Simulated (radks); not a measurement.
Spherical quantum dot in the effective-mass picture: electrons in a parabolic well V = omega^2 r^2 / 2 with omega = 2.61, all in effective atomic units (hartree* = m*/eps^2 hartree, bohr* = eps/m* bohr), one dielectric constant everywhere. Calculated with a radial shooting solver with Libxc functionals: non-relativistic Kohn-Sham, exchange-only LDA, spin-polarised, spherical densities. Levels are named by radial order and angular momentum (1s, 1p, 1d, 2s, ...), and open shells are averaged over m.

N = 11, configuration 1s2 1p6 1d(up 3, down 0). This is the lowest configuration that the search found. Occupied and some empty levels:

level    occupation  eigenvalue (hartree*)  <r> (bohr*)
1s up             1                 13.205       0.8486
1s down           1                 13.308       0.8387
1p up             3                 14.989        1.087
1p down           3                 15.132        1.082
1d up             3                 16.917        1.265
1d down           0                 17.076        1.264
2s up             0                 17.168        1.141
2s down           0                 17.281        1.146
1f up             0                 18.964        1.413
1f down           0                 19.125        1.415
2p up             0                 19.309        1.304
2p down           0                 19.422        1.307

Energy (hartree*): total 120.229, kinetic 28.114, external 49.448, Hartree 49.763, exchange-correlation -7.0963.
